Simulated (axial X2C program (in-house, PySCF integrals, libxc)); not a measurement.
AsC⁻: bond constants with and without spin–orbit coupling

Computed with an axial X2C code built on PySCF integrals. Spin-free means the one-electron spin-free X2C Hamiltonian; two-component (2c) means X2C with spin–orbit coupling and atomic mean-field two-electron Coulomb and Gaunt terms, so the difference of the two also holds small scalar two-electron terms. Basis: As dyall-acv3z [10s10p7d5f1g], C dyall-av3z [8s7p3d2f] (cores contracted in-house); Gaussian nuclei, density fitting, unrestricted open shells. Masses: As 74.922 u, C 12.000 u.

The run was started with this input:
```json
{"zs": [33, 6], "q": -1, "bas": ["dyall-acv3z", "dyall-av3z"], "levels": ["PBE0", "HF", "r2SCAN0"], "cc": true, "r0": 1.81, "thr": -2.0, "nmax": 90, "npts": 10, "nst": 2, "ntry": 6}
```
```bash
python so2c.py task.json out
```

Keys: zs atomic numbers; q charge; bas basis sets; levels methods; cc coupled cluster on or off; r0 starting distance in Å; thr threshold in hartree for freezing inner shells (an s shell follows its p shell); nmax most natural virtual spinors; npts points on the curve; nst determinants followed; ntry starts of the search. HF also brings MP2.

State, spin-free: M_S = 0, Λ = 0 (closed shell); electrons by block: σα: 10, σβ: 10, π+α: 4, π+β: 4, π-α: 4, π-β: 4, δ+α: 1, δ+β: 1, δ-α: 1, δ-β: 1. Fragments: As + C-.

State, 2c: Ω = 0 (closed shell); electrons by block: 1/2: 14, -1/2: 14, 3/2: 5, -3/2: 5, 5/2: 1, -5/2: 1. Fragments: As + C-.

| Hamiltonian | level | Re (Å) | ωe (cm⁻¹) | αe (cm⁻¹) | De (eV) | k (mdyn/Å) | μ (D) |
| --- | --- | --- | --- | --- | --- | --- | --- |
| spin-free | HF | 1.686 | 1095.1 | 0.00303 | 2.44 | 7.31 | -3.98 |
| spin-free | MP2 | 1.729 | 950.1 | 0.00367 | 6.04 | 5.5 | n/a |
| spin-free | CCSD | 1.715 | 1001.5 | 0.00338 | 5.39 | 6.11 | n/a |
| spin-free | CCSD(T) | 1.730 | 952.1 | 0.00367 | 5.80 | 5.52 | n/a |
| 2c | PBE0 | 1.702 | 1016.3 | 0.00337 | 5.65 | 6.29 | -4.09 |
| 2c | r2SCAN0 | 1.694 | 1038.5 | 0.00334 | 5.33 | 6.57 | -4.08 |

Spin-free values that have a 2c row agree with it to the digits that matter (0.001 Å, 0.01 eV) and are not repeated.

Correlated methods: 10 electrons correlated (number of frozen shells: As 3 s, 2 p, 1 d; C 1 s), 266 virtual spin orbitals or spinors in MP2, 88 natural virtuals in coupled cluster.

Dipoles are positive if C is the positive end and refer to the centre of mass.

The state is one determinant whose occupation by symmetry is held fixed; it was picked as the lowest of a PBE0 search that is not exhaustive. The closed shell is kept restricted, so the energy runs too high when the bond is stretched far. De is counted from the lowest determinant-based energies of the atoms at the same level, without counterpoise correction. CCSD and (T) use frozen natural virtuals with an MP2 correction for the truncation; (T) itself is uncorrected, so its De runs slightly low. The functionals have no current-density term, which raises determinants with orbital currents, atoms included. The T1 diagnostic is large, a sign of multireference character. Hartree–Fock gets electron affinities wrong, so its lowest charge split need not be the true one.

No reliable constants came from CCSD (2c), CCSD(T) (2c), HF (2c), MP2 (2c): no minimum in range, unconverged points, a curve that is not smooth, a change of character along it, or the two Hamiltonians disagreeing along it.

Rough cost a point (2c) on 1 thread(s) of a shared host, integrals apart: PBE0 0.4 s, r2SCAN0 0.7 s.

The whole task took 2.2 min on 1 thread of Intel(R) Xeon(R) 6975P-C (Granite Rapids), with other jobs on the host.
